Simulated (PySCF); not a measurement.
silicon monoxide (OSi), singlet, geometry from GFN2-xTB. Base run: PBE0/6-31G* run with PySCF.

PySCF was given this input:
```python
from pyscf import gto, scf, dft, solvent

mol = gto.Mole()
mol.atom = '''
    Si   -0.00000000   -0.00000000   -0.54858235
    O     0.00000000    0.00000000    0.96001912
'''
mol.basis = '6-31g*'
mol.verbose = 4
mol.build()

mf = dft.RKS(mol)
mf.xc = 'pbe0'
mf.kernel()
```

Variants of this job, named by their change:

```tsv
change	ΔE vs base (kJ/mol)	dipole (D)	HOMO-LUMO gap (eV)
base	0.00	2.61	7.00
model = ddCOSMO; solvent = dimethylsulfoxide	-20.45	3.30	7.12
model = IEF-PCM; solvent = dichloromethane	-16.55	3.20	7.10
model = IEF-PCM; solvent = n-hexane	-6.88	2.85	7.05
model = IEF-PCM; solvent = dimethylsulfoxide; vdw_scale = 1.0	-36.0	3.74	7.20
model = IEF-PCM; solvent = dimethylsulfoxide; vdw_scale = 1.1	-26.07	3.48	7.16
model = C-PCM; solvent = dimethylsulfoxide	-19.57	3.30	7.12
model = COSMO; solvent = dimethylsulfoxide	-19.32	3.29	7.12
model = SS(V)PE; solvent = dimethylsulfoxide	-19.30	3.29	7.12
model = IEF-PCM; solvent = chloroform	-13.79	3.10	7.09
model = IEF-PCM; solvent = dimethylsulfoxide; vdw_scale = 1.4	-11.50	3.05	7.07
model = IEF-PCM; solvent = dimethylsulfoxide; lebedev_order = 11	-18.88	3.28	7.12
```

The base is the gas phase, so ΔE is the electrostatic part of solvation at a fixed geometry, without cavity and dispersion terms.
